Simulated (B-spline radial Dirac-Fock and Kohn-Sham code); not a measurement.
**Dipole and non-dipole photoemission parameters of Ho³⁺ 4f7/2**

System: the Ho³⁺ ion, configuration [Xe] 4f10; threshold 44.05 eV (orbital energy of the model). The computed values come from a B-spline atomic structure program: Dirac-Hartree-Slater photoionisation with a Latter tail; cross sections with all multipoles, angular parameters from the dipole term and its interference with E2.

For linearly polarised light dσ/dΩ = σ/(4π) [1 + β P₂(cos θ) + (δ + γ cos²θ) sin θ cos φ], with θ from the polarisation vector and φ the angle between the beam and the projection of the electron momentum on the plane normal to the polarisation.

```
hν (eV)   σ (kb)      β      γ      δ
   63.1     2480  0.792  0.010  0.006
     80     3340  0.505  0.006  0.009
   91.6     3670  0.418  0.005  0.011
   99.7     3790  0.383  0.004  0.012
    100     3800  0.382  0.004  0.012
    178     3130  0.410  0.007  0.020
    251     2180  0.542  0.012  0.024
    300        ?      ?      ?      ?
    304     1630  0.630  0.017  0.028
    491      611  0.852  0.048  0.041
    554      453  0.900  0.063  0.045
    797      167  1.012  0.139  0.061
    979     90.0  1.049  0.206  0.072
   1000     84.2  1.051  0.214  0.073
   1080     66.0  1.059  0.244  0.078
   1240     42.2  1.065  0.304  0.088
   1670     15.4  1.049  0.456  0.112
   1980     8.40  1.023  0.552  0.129
   4000    0.577  0.840  0.970  0.237
   4340    0.416  0.815  1.018  0.255
   4490    0.362  0.805  1.038  0.263
 5414.7    0.167  0.748  1.147  0.311
   6000    0.109  0.717  1.206  0.340
   6280   0.0897  0.704  1.232  0.354
   7060   0.0543  0.669  1.296  0.391
   7420   0.0438  0.655  1.322  0.408
  10600  0.00907  0.553  1.486  0.547
  12800  0.00386  0.503  1.556  0.636
  15000  0.00186  0.462  1.605  0.719
```

Question: Give the values at 300 eV.

Answer: σ = 1660 kb, β = 0.624, γ = 0.016, δ = 0.028.
